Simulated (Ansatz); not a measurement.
Isolated molecules relaxed with PBE0-D4/def2-TZVP in Ansatz; ΔE leaves out vibrations. CCSD(T)/CBS adds triple-zeta CCSD(T) − MP2 to the extrapolated MP2 energy (def2 sets, frozen cores). This one scheme is used for every species. DFT in def2-TZVPP. B3LYP here is the variant with VWN-RPA as its local correlation; programs differ in this. Each species was taken in one conformer, which may not be the lowest.

Consider the ligand exchange at a B–N bond: `C=C=NB(C)C` + H–F → `CB(C)F` + `C=C=N`.

```
             level  ΔE (kcal/mol)  difference from CCSD(T)/CBS
         r2SCAN-D4           -9.0                         -0.9
           PBE0-D4           -7.4                          0.7
          B3LYP-D4           -8.3                         -0.2
           ωB97X-V          -11.2                         -3.1
           ωB97M-V          -10.8                         -2.7
            B2PLYP           -9.5                         -1.4
               PBE           -8.1                          0.0
            r2SCAN           -9.5                         -1.4
              PBE0           -8.5                         -0.4
             B3LYP          -10.2                         -2.1
    MP2/def2-TZVPP           -6.7                          1.4
SCS-MP2/def2-TZVPP           -8.7                         -0.6
   CCSD/def2-TZVPP          -10.1                         -2.0
CCSD(T)/def2-TZVPP           -9.2                         -1.1
     HF/def2-QZVPP          -14.0                         -5.9
    MP2/def2-QZVPP           -6.0                          2.1
       CCSD(T)/CBS           -8.1                            0
```

Largest T1 diagnostic among the species: 0.015.

In def2-TZVPP, CCSD(T) changes the Hartree–Fock value by +4.9 kcal/mol (the triples alone add +0.9 kcal/mol) and MP2 by +7.4 kcal/mol. The D4 term adds +1.9 kcal/mol with B3LYP and +1.1 kcal/mol with PBE0; it sums over pairs of atoms, weighted by their polarisabilities, and B3LYP, whose exchange is more repulsive, gets the larger term.
